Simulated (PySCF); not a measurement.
**Simulated absorption spectrum**

C2H5N3Si.
SMILES: `[nH]1nncc1[SiH3]`

Method used: TDDFT wB97X-D/def2-SVPD, vertical, gas phase, core orbitals frozen in the response (PySCF). Geometry: GFN2-xTB; no solvent, vibrations or thermal averaging. GFN2-xTB frequencies show an imaginary mode (24i cm⁻¹), so this geometry is no minimum at that level.

Computed states:

```csv
state,E (eV),f
S1,5.67,0.0056
S2,6.56,0.238
S3,6.95,0.0065
S4,7.10,0.014
S5,7.19,0.010
S6,7.25,0.0010
S7,7.66,0.011
S8,7.82,0.013
```

Broadening: Gaussians 0.25 eV wide at half height, area fixed by f = 4.319×10⁻⁹ ∫ε dν̃. The width is an assumption, not a result. The curve ends short of the highest state used, and states not computed would add to its high-energy end.

**Question.** What does the envelope look like, and where are its maxima?

**Answer.** 
```csv
λ (nm),ε (L mol⁻¹ cm⁻¹)
171.7,1978
173.1,2470
174.6,2521
176.0,2185
177.5,1655
178.9,1201
180.4,994
181.8,1548
183.3,3934
184.7,8709
186.2,16125
187.7,23061
189.1,25688
190.6,22872
192.0,16690
193.5,9639
194.9,4782
196.4,1861
197.8,649
199.3,176
200.7,45
202.2,9
203.6,2
205.1,1
206.5,4
208.0,14
209.5,39
210.9,87
212.4,174
213.8,289
215.3,427
216.7,538
218.2,602
219.6,591
221.1,511
222.5,398
224.0,271
225.4,171
226.9,93
228.4,46
229.8,21
231.3,9
232.7,3
234.2,1
```

Maxima: 219 nm (5.67 eV), ε about 610, made up of S1 (100%); 189 nm (6.56 eV), ε about 26000, made up of S2 (100%); 174 nm (7.13 eV), ε about 2600, made up of S4 (56%) and S5 (35%) (ε in L mol⁻¹ cm⁻¹; maxima over ε = 5, shares over 10%).

**Question.** On this curve, what absorbance would a 10⁻⁴ mol/L sample give at 222 nm over a 1 cm path?

**Answer.** 222 nm is 5.585 eV, where ε is about 440 L mol⁻¹ cm⁻¹, so A = ε c l ≈ 0.044 (Beer–Lambert, with the gas-phase spectrum and the assumed width).

**Question.** Does any computed singlet lie in the visible range?

**Answer.** No computed singlet lies in the visible range (380 to 750 nm); the lowest, at 219 nm, stands 2.41 eV above its violet end (3.26 eV).

**Question.** Coming from long wavelengths, where does ε first pass 100 L mol⁻¹ cm⁻¹?

**Answer.** At about 227 nm (5.47 eV), 0.20 eV below S1.
